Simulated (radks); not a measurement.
Q: Coherent X-ray form factor from a spherical all-electron density. Method: Dirac Kohn-Sham, OLYP, spin-unpolarised, spherical densities, finite nucleus; Fermi nuclear charge, rms radius of each element as measured or else 0.836 A^(1/3) + 0.57 fm; computed with a radial shooting solver on a logarithmic mesh with Libxc functionals.

sin(theta)/lambda (1/angstrom)  f0 (electrons)
0.05                                    51.236
0.1                                     49.163
0.15                                    46.300
0.2                                     43.184
0.25                                    40.175
0.3                                     37.425
0.4                                     32.711
0.5                                     28.785
0.6                                     25.480
0.8                                     20.641
1                                       17.601
1.25                                    14.886
1.5                                     12.493
2                                        8.569

The species is in the configuration that NIST lists as its ground one. Which atom or ion scatters so?

A: The xenon ion Xe2+, [Kr] 4d10 5s2 5p4. Extrapolating in s^2 from the first two rows gives f0(0) = 51.9, near the electron count 52; among species with that count, the fall with angle is slower the higher Z, and the table is that of Z = 54; from so few rows the species is fixed only to a neighbour or two.
